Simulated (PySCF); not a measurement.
Isomers of C3H11PSi. Method used: PBE0-D3(BJ)/def2-SVP geometry optimisation, gas phase (PySCF). Energies are electronic, without zero-point or thermal terms, for one conformer each. No frequencies were run at this level. Point groups hold within 0.08 Å.

Problem. Order them by energy at this level, lowest first, and give relative energies in kcal/mol.
A. `C[Si](C)(P)C`
B. `[CH3:1][CH2:2][CH2:3][SiH2:4][PH2:5]` with C1–C2–C3–Si4 -61°, C2–C3–Si4–P5 -49°, C3–Si4–P5–H 81° and 175°

Solution. A (0.0), B (20.2).

```
      SMILES      E (Eh)  E rel (kcal/mol)  dipole (D)  point group     A, B, C (MHz)
C[Si](C)(C)P  -751.15002               0.0        1.62           Cs  3054, 1972, 1965
  CCC[SiH2]P  -751.11789              20.2        1.17           C1  4067, 1689, 1435
```

Problem. How do the relative energies change in single points at PBE0/pcSseg-1 (no added dispersion term) on the same geometries?

Solution. 
| SMILES | PBE0-D3(BJ)/def2-SVP (kcal/mol) | PBE0/pcSseg-1 (kcal/mol) | shift |
| --- | --- | --- | --- |
| C[Si](C)(C)P | 0.0 | 0.0 | 0.0 |
| CCC[SiH2]P | 20.2 | 21.8 | +1.6 |

Each column counts from its own lowest isomer. The order is unchanged; the largest shift is 1.6 kcal/mol.
